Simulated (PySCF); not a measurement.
Ga(Me)(Cl) (CH3ClGa), SMILES [Ga+]([Cl])[CH3], charge +1.

The structure is a stationary point at ωB97X-D3(BJ)/def2-TZVP. The spin state was assumed, not searched. The isomer is the one that the SMILES or the coordinates give; other isomers of the formula were not compared.

Two levels are set side by side: TDDFT-PBE/def2-SVPD (PySCF) and ADC(2)/aug-cc-pVDZ (PySCF). Vertical, same geometry; the bases differ. Differences are taken from unrounded values.

```tsv
quantity	ADC(2)
lowest singlet excitation (eV)	7.07
```

Task: What does TDDFT-PBE give, and how far is it from ADC(2)? (An estimate is asked for; the answer gives what the named calculation found.)

Result: 
```tsv
quantity	TDDFT-PBE	TDDFT-PBE minus ADC(2)
lowest singlet excitation (eV)	5.95	-1.12
```

Functionals without exact exchange tend to place singlet excitations lower, as here. Differences between two approximate levels are no errors against the true value.

Rough cost on one machine, each run with all the roots and properties that it gave: ADC(2) against TDDFT-PBE about 30 times.
